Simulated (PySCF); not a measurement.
# AlH3O3

The system: AlH3O3, a small molecule; neutral, singlet. The structure, one conformer, was relaxed in the gas phase by PBE0-D3(BJ)/def2-SVP. No frequency run checks that it is a minimum.

SMILES: [OH][Al]([OH])[OH]

Coordinates in Å:
```
O1     -0.755    1.394   -0.568
Al2     0.014   -0.012   -0.015
O3     -0.646   -1.534   -0.367
O4      1.443    0.103    0.891
H5     -0.425    2.277   -0.396
H6     -1.445   -1.656   -0.880
H7      1.920   -0.658    1.224
```

Shieldings: GIAO PBE0/pcSseg-2. Shifts are against computed references at the same level: H TMS (σ 31.24 ppm). Core levels by delta-SCF with SCAN, pcX-2 on the ionised atom and pcseg-1 elsewhere, spin-free X2C (2p3/2 is the spin-free 2p value less a third of a first-order spin-orbit splitting); from the vacuum level, for chosen atoms.

Give the NMR and core-level values of the distinct atoms.


| atoms | bonded to | σ (ppm) | δ (ppm) | core level (eV) |
| --- | --- | --- | --- | --- |
| O1 O3 O4 | 1 Al + 1 H | 323.2 | - | 1s 538.30 |
| Al2 | 3 O | 464.2 | - | 2p3/2 81.05 |
| H5 H6 H7 | 1 O | 30.30 | 0.94 | - |

Values are those of this one static structure; atoms that internal rotation interchanges would show their mean in an NMR spectrum.

By CAM-B3LYP/def2-SVPD (TDDFT singlets, Tamm-Dancoff triplets, ionisation by delta-SCF), where does absorption start, and what does vertical ionisation take?

The first singlet with intensity lies at 7.87 eV (f 0.082); what lies below it is dark. The lowest singlet lies at 7.07 eV (f 0.000), the strongest of the first 6 at 7.99 eV (f 0.227), the lowest triplet at 6.75 eV; vertical ionisation takes 11.87 eV.
